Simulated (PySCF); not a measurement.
Relaxed structures of SiH₂SeS, closed shell (PBE0-D4/def2-TZVP; forces vanish, vibrations not checked; lower isomers may exist, and structures with a doubtful reference or unclear bonds are left out; Å). Program: PySCF 2.14 with density fitting (its default auxiliary sets; JK sets also for MP2 and CCSD(T)). Basis: def2-TZVPP. Cores are frozen in the correlated methods. Filled d shells of the heavier atoms are correlated. The def2 sets are not built for correlating such inner shells, so the correlated values are less sure here.

(1) Rank them by CCSD(T) energy, lowest first, and give each one's height above the lowest. Links in brackets join atoms within 1.22 times the sum of their covalent radii (1.1 for two metals). (Judge from chemistry; the value comes from the calculation.)
A.
SiH₂SeS ([SiH2]1[S][Se]1)
```
5
angstrom
Si -0.2722 0.2203 -0.2065
S 0.4483 -0.3447 1.6804
Se 1.4651 -1.1881 -0.1921
H -1.5870 -0.3054 -0.6291
H -0.0339 1.6102 -0.6485
```
B.
SiH₂SeS ([SiH]1[SH][Se]1)
```
5
angstrom
Si -0.4363 0.1667 -0.4227
S 0.1485 -0.7086 1.7001
Se 1.5913 -1.0278 0.0685
H 0.6464 0.4265 2.2342
H 0.1523 1.5076 0.0160
```
C.
SiH₂SeS ([SiH]1[S][SeH]1)
```
5
angstrom
Si -0.4443 -0.0482 -0.2076
S 0.9108 0.0214 1.6005
Se 1.8598 -0.9415 -0.1180
H 1.4960 -2.3446 0.1770
H 0.1802 1.1928 -0.8444
```

T1 diagnostic: at most 0.013.

## Answers

(1) By the calculation: A (0.000 eV), B (1.262 eV), C (1.336 eV). Heights count from the lowest.

For scale, one of the runs: CCSD(T)/def2-TZVPP, 160 basis functions, launched by `OMP_NUM_THREADS=2 python run.py`. The run took 91 s on 2 CPU threads of an AMD EPYC 9B45 (shared host), with 1.4 GiB of host memory at its peak.
